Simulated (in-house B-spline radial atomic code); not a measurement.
Results of a calculation; reference values are marked as such.
**Building a PAW s channel for Be, r_c = 2.24 bohr**

Be, [He] 2s2, non-relativistic LDA (VWN5), spherical and spin-unpolarised, from an all-electron radial atomic-structure program (B-spline basis) (atomic units; all potentials screened as in the neutral atom).

Two all-electron partial waves φ1, φ2 are integrated outwards at E1 = ε(2s) = -0.205744 and E2 = E1 + 1.5 hartree; φ1 is the bound orbital and φ2 has unit norm inside r_c = 2.2415 bohr. Smooth partners are polynomials, r^1(a0 + a1 r² + a2 r⁴ + a3 r⁶), matched to φ and three derivatives at r_c, with no condition on the norm. The local potential is -1.79519 + (0.678941) r² + (-0.125013) r⁴ + (0.00892529) r⁶ inside 1.8352 bohr and the all-electron one outside.

```json
{"wave": "1", "φ(r_c)": "0.625399", "φ'(r_c)": "-0.06275363", "a0": "0.4900211", "a1": "-0.0474165", "a2": "0.0005671439", "a3": "0.0001017645"}
{"wave": "2", "φ(r_c)": "0.6133675", "φ'(r_c)": "1.884961", "a0": "-2.182767", "a1": "0.9084575", "a2": "-0.1016179", "a3": "0.003605085"}
```

Inside r_c the overlaps are <φi φj> = [[0.42694, -0.40578], [-0.40578, 1.00000]] and, for the smooth waves, [[0.49106, -0.64407], [-0.64407, 1.87439]]. With χj = (Ej − T − V_local) applied to smooth wave j, the program's quadrature gives the matrix B_ij = <smooth i, χj> as [[0.15839, -0.78598], [-0.42855, 2.26880]].

(1) Check the match of the first wave, and find the augmentation charges q_ij.

(2) B isn't symmetric. Show that D_ij = B_ij + Ej q_ij is.

Solving (T + V_local + Σ p D p) ψ = E (1 + Σ p q p) ψ in a sphere of 9 bohr, whose wall lifts the free-atom level a little, gives these levels:

| all-electron | one projector | two projectors |
| --- | --- | --- |
| -0.205496 | -0.205496 | -0.205496 |
| 0.075295 | 0.074555 | 0.075279 |
| 0.387411 | 0.381468 | 0.387342 |
| 0.846925 | 0.818500 | 0.846853 |
| 1.443800 | 1.349680 | 1.443780 |

(3) What does the second projector gain?

Results:

(1) At r_c the four terms are 1.09838, -0.53401, 0.03209, 0.02893, which sum to 0.6254, φ1(r_c) to rounding. q_ij is the all-electron overlap less the smooth one: [[-0.06412, 0.23829], [0.23829, -0.87439]]. The smooth first wave has a norm of 0.4911 inside r_c against 0.4269, so q11 is negative and must stay small enough for the overlap operator to be positive.

(2) Integrating by parts gives B12 − B21 = (E1 − E2) q12: -0.78598 − (-0.42855) = -0.35743, and −1.5 × (0.23829) = -0.35743. So D12 = -0.78598 + (1.294256)(0.23829) = -0.47758 and D21 = -0.42855 + (-0.205744)(0.23829) = -0.47758; D11 = 0.17158, D22 = 1.13712. The projectors, p = (B⁻¹)ᵀ χ, are dual to the smooth waves; det B = 0.023.

(3) With one projector the errors are 0.00, -0.74, -5.94, -28.43, -94.12 millihartree. With two the errors are 0.00, -0.02, -0.07, -0.07, -0.02 millihartree. The scattering is exact at E1 and at E2 = 1.294, and over all levels compared the largest error is 0.072 millihartree. The lowest eigenvalue of the overlap operator is 0.7388 with one and 0.337 with two projectors. The smooth orbital alone needs a cutoff of 1.22 hartree for 1 millihartree of kinetic energy, against 4.74 for a norm-conserving Troullier-Martins orbital of the same radius; part of the gain comes from giving up the norm, part from the simpler form.
